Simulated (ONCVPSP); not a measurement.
Si: excitation energies, all-electron against ONCV

silicon, optimised norm-conserving Vanderbilt (ONCV), made with ONCVPSP 4.0.1 (PW91, scalar-relativistic). Core [Ne], reference 3s2 3p2. Waves: 3s: rc 1.60 bohr, ncon 4, nbas 7, qcut 3.5 1/bohr, 2 projectors, debl 1.3 Ha; 3p: rc 2.40 bohr, ncon 4, nbas 8, qcut 3.4 1/bohr, 1 projector; d scattering state at 0.44 Ha: rc 1.90 bohr, ncon 5, nbas 9, qcut 4.7 1/bohr, 1 projector. Local part: polynomial inside 1.45 bohr (lpopt 4, dvloc0 -1 Ha). Core correction: none.

Energies are relative to the spin-unpolarised reference configuration 3s2 3p2; without spin polarisation the order of configurations can differ from experiment.

Question: Give the all-electron excitation energy and the error of the potential for: 3s2 3p1; 3s2 3p0; 3s1 3p0; 3s1 3p2.

Answer:

| valence configuration | charge | ΔE all-electron (eV) | error AE − PS (meV) |
| --- | --- | --- | --- |
| 3s2 3p1 | +1 | 7.782 | -0.2 |
| 3s2 3p0 | +2 | 23.836 | -3.5 |
| 3s1 3p0 | +3 | 57.878 | +63 |
| 3s1 3p2 | +1 | 15.220 | +11 |

Levels in the configuration 3s2 3p0:

```tsv
level	all-electron (eV)	pseudo (eV)
3s	-28.609	-28.595
```

Note: no bound ghost flagged; GHOST(+) flagged for s at 125.5 eV.
